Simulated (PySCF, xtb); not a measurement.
WSCl₃, SMILES [Cl][W+](=[S])([Cl])[Cl], charge +1, multiplicity 1.

xtb with GFN2-xTB at its own geometry gives an orbital gap of 2.07 eV.

Coordinates come from a B3LYP-D3(BJ)/def2-SVP optimisation. The multiplicity is an assumed one; other spin states were not compared. The isomer is the one that the SMILES or the coordinates give; other isomers of the formula were not compared. The def2 effective core potentials stand for the cores of W; spin–orbit coupling is left out.

Problem. What does HF/def2-TZVP (PySCF) give? (Estimate from the structure and the level; the computed values follow.)

Solution. gap 10.62 eV (levels -16.66 and -6.04 eV).
